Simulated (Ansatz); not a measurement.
A nudged elastic band was laid between two geometries of CH$_{6}$BFO (10 atoms, charge 0, multiplicity 1).

All numbers below come from Ansatz, RKS PBE0/def2-SVPD.

```
movable images  : 9
climbing image  : yes
spring          : 5.0 eV/Å²
optimiser       : quadratic models (default)
start path      : through a guess of the saddle point
force threshold : 0.05 eV/Å
iteration limit : 60
end points      : relaxed
```

Initial state:

```xyz
10
Properties=species:S:1:pos:R:3
B 0.300 -0.090 0.345
H 0.567 -0.759 1.328
C 1.333 0.006 -0.852
H 1.358 -0.960 -1.379
H 1.048 0.765 -1.600
H 2.357 0.218 -0.513
F -1.041 -0.143 -0.024
O 0.340 1.504 1.073
H -0.236 1.478 1.847
H -0.072 2.111 0.443
```

Final state:

```xyz
10
Properties=species:S:1:pos:R:3
B 0.130 1.009 -0.167
H 0.018 -1.431 2.085
C 1.350 0.359 -0.905
H 1.338 -0.731 -0.754
H 1.254 0.518 -1.991
H 2.330 0.741 -0.589
F -1.106 0.578 -0.457
O 0.184 1.995 0.757
H 1.072 2.295 0.959
H -0.615 -1.203 1.730
```

Question: Which bonds break or form, and what moves?

Answer: Bonds broken: B1–H2, O8–H10. Bonds formed: H2–H10. CH6BFO becomes CH4BFO + H2.

Question: What energy profile does the band end with?

Answer: It converged. The highest image is number 6 of 0 to 10, 0.95 eV above the first end and 1.85 eV above the last; the last end lies 0.89 eV below the first. Neighbouring images differ by up to 1.5 eV, so the band resolves the path poorly. A vibrational analysis at the climbing image gives one clearly imaginary mode, 1361i cm⁻¹: a first-order saddle point. The orbitals stay closed-shell, which can raise the energy where a bond breaks towards radicals; this wasn't checked here.

```tsv
image	path coordinate (Å)	energy (eV)	B1–H2 (Å)	O8–H10 (Å)	H2–H10 (Å)
0	0.00	0.00	1.22	0.97	3.07
1	0.71	0.01	1.22	0.97	2.94
2	1.43	0.02	1.22	0.97	2.73
3	2.14	0.05	1.22	0.97	2.55
4	2.86	0.07	1.22	0.96	2.39
5	3.57	0.17	1.23	0.97	1.87
6	4.29	0.95	1.38	1.23	1.05
7	5.12	-0.53	2.08	2.04	0.76
8	5.96	-0.86	2.79	2.70	0.76
9	6.80	-0.89	3.24	3.05	0.76
10	7.63	-0.89	3.32	3.44	0.76
```

Question: What is the geometry of the highest image?

Answer: 
```xyz
10
Properties=species:S:1:pos:R:3
B 0.050 0.188 0.177
H 0.304 -0.489 1.350
C 1.299 0.122 -0.784
H 1.425 -0.890 -1.194
H 1.141 0.800 -1.639
H 2.245 0.403 -0.295
F -1.160 -0.235 -0.273
O -0.130 1.544 0.957
H 0.596 2.156 0.790
H 0.185 0.531 1.578
```

The run took 4.9 min on 4 threads of Intel(R) Xeon(R) Platinum 8488C (Sapphire Rapids), on a shared host, peak memory 0.32 GiB.
